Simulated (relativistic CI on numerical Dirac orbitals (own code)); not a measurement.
Method of calculation: Dirac-Coulomb-Breit CI, orbitals from a KLI potential per configuration, model QED (radiative potential, 1s self-energy scaled to tabulated hydrogen-like ionisation energies), unscaled Slater integrals (own radial code, finite nucleus).

The strongest absorption lines from the ground level of an ion, among the configurations computed and to levels below about 2570 eV (vacuum wavelength in nm, gf): 0.50870 (0.13), 1.6797 (1.4), 1.6883 (0.37), 1.8005 (0.38), 2.4302 (0.018), 2.9288 (0.4), 2.9782 (1.1), 3.0364 (0.58).

Task: Which ion is it?
A. Ir LIX
B. Fr LXIX
C. Hf LIV
D. Ir LVII

Result: A. Ir LIX has 19 electrons and the ground level 3s2 3p6 3d 2D_3/2; the strongest line goes to 3s2 3p5 3d2 2D°_3/2. The pattern of lines fixes the number of electrons, and along that sequence the line energies rise steadily with the charge (about as its square where n changes within one kind of shell, about linearly where n is kept but much faster in heavy ions where fine structure, which grows about as Z⁴, sets the gap, and irregularly where shells cross), which fixes Z. Configurations outside the model, such as inner-shell arrays, can give stronger lines. At this charge energies of transitions that change n are usually good to better than 1 %, and those within a shell (Δn = 0) to a few per cent.

LS names give the leading component of a level, which can be under half, so a name can repeat, a term be missing and a line seem to break the LS rules.
